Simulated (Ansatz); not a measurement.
Ansatz (an electronic-structure program) input for GaI2, SMILES [I][Ga][I], multiplicity 2, PBE0-D3(BJ)/def2-SVP. 

Ansatz 0.2 input:
```yaml
crystal:
  periodic: [false, false, false]
  atoms:
    - {symbol: Ga, position_ang: [-0.00000000, 0.00000000, 1.03100930]}
    - {symbol: I, position_ang: [-0.00000000, -2.25656711, -0.30152159]}
    - {symbol: I, position_ang: [0.00000000, 2.25656711, -0.30152159]}
basis:
  gaussian:
    orbitals: def2-SVP
hamiltonian:
  xc: pbe0
  dispersion: d3bj
magnetization: {spin_polarized: true, initial_magnetization: 1}
relax: {f_tol: 0.002, max_steps: 200}
```

It prints:

```
WARN ansatz: RAYON_NUM_THREADS=1 ignored (pool sized by the plan → 1); use --threads N
Functional definition: PBE0
integrals: 0.04 GiB planned
1079 factors; integrals over basis functions are off by at most 1.8e-4 eV
mean field: 0.79 GiB planned
mean field evaluation 1: about -68568.1626 eV, gradient 1.3e1 eV
mean field evaluation 2: about -68566.9734 eV, gradient 2.1e1 eV
mean field evaluation 4: about -68569.0490 eV, gradient 5.3e-1 eV
mean field evaluation 8: about -68569.0630 eV, gradient 1.2e-2 eV
mean field evaluation 16: about -68569.0630 eV, gradient 5.0e-5 eV
mean field -68569.06296551 eV, -2519.8665862022 hartree, gradient 5.0e-5 eV, S^2 0.755903; 0 other end points of the search recorded, 0 dependent functions left out
the calculation of the forces begins
reference -68569.06298769 eV, -2519.8665870174 hartree; 41, 40 occupied and 43, 44 virtual orbitals, 1079 factors
relax step   1: F+E_penalty+E_count = -68569.16498194 eV  Δ(F+E_penalty+E_count) = +0.000e0 eV  max|allowed force component| = 6.978e-1 eV/Å  Δτ_max = 0.0000 Å  (30 SCF iters, accepted)
these checks for a lower state are left out or cut short: starts, cluster_reference, orbital_swaps, neighbouring_geometries, increment
integrals: 0.04 GiB planned
1079 factors; integrals over basis functions are off by at most 1.8e-4 eV
mean field: 0.79 GiB planned
mean field -68569.12136470 eV, -2519.8687323330 hartree, gradient 1.2e-5 eV, S^2 0.754732; 0 other end points of the search recorded, 0 dependent functions left out
the calculation of the forces begins
reference -68569.12138655 eV, -2519.8687331360 hartree; 41, 40 occupied and 43, 44 virtual orbitals, 1079 factors
relax step   2: F+E_penalty+E_count = -68569.22565962 eV  Δ(F+E_penalty+E_count) = -6.068e-2 eV  max|allowed force component| = 3.766e-2 eV/Å  Δτ_max = 0.0623 Å  (34 SCF iters, accepted)
these checks for a lower state are left out or cut short: starts, cluster_reference, orbital_swaps, neighbouring_geometries, increment
integrals: 0.04 GiB planned
1079 factors; integrals over basis functions are off by at most 1.8e-4 eV
mean field: 0.79 GiB planned
mean field -68569.12168883 eV, -2519.8687442446 hartree, gradient 1.2e-5 eV, S^2 0.754791; 0 other end points of the search recorded, 0 dependent functions left out
the calculation of the forces begins
reference -68569.12171070 eV, -2519.8687450483 hartree; 41, 40 occupied and 43, 44 virtual orbitals, 1079 factors
relax step   3: F+E_penalty+E_count = -68569.22581234 eV  Δ(F+E_penalty+E_count) = -1.527e-4 eV  max|allowed force component| = 7.630e-3 eV/Å  Δτ_max = 0.0043 Å  (30 SCF iters, accepted)
these checks for a lower state are left out or cut short: starts, cluster_reference, orbital_swaps, neighbouring_geometries, increment
integrals: 0.04 GiB planned
1079 factors; integrals over basis functions are off by at most 1.8e-4 eV
mean field: 0.79 GiB planned
mean field evaluation 32: about -68569.1121 eV, gradient 8.1e-2 eV
mean field -68569.12166569 eV, -2519.8687433941 hartree, gradient 2.4e-5 eV, S^2 0.754781; 0 other end points of the search recorded, 0 dependent functions left out
the calculation of the forces begins
reference -68569.12168756 eV, -2519.8687441977 hartree; 41, 40 occupied and 43, 44 virtual orbitals, 1079 factors
relax step   4: F+E_penalty+E_count = -68569.22581909 eV  Δ(F+E_penalty+E_count) = -6.748e-6 eV  max|allowed force component| = 6.281e-5 eV/Å  Δτ_max = 0.0007 Å  (25 SCF iters, accepted)
integrals: 0.04 GiB planned
1079 factors; integrals over basis functions are off by at most 1.8e-4 eV
mean field: 0.79 GiB planned
mean field -68569.12166569 eV, -2519.8687433941 hartree, gradient 2.4e-5 eV, S^2 0.754781; 1 other end points of the search recorded, 0 dependent functions left out
the calculation of the forces begins
reference -68569.12168756 eV, -2519.8687441977 hartree; 41, 40 occupied and 43, 44 virtual orbitals, 1079 factors
Total energy: -68569.22584096 eV, -2519.8725717647 hartree
Atom 0 at    -0.000000    -0.000000     0.973345 Å, force    -0.000000     0.000000    -0.000057 eV/Å
Atom 1 at    -0.000000    -2.205266    -0.272690 Å, force    -0.000000     0.000063     0.000029 eV/Å
Atom 2 at     0.000000     2.205266    -0.272690 Å, force     0.000000    -0.000063     0.000029 eV/Å
Dipole moment:    -0.000000    -0.000000     0.252875 e Å
```

The calculation finished and met its thresholds.
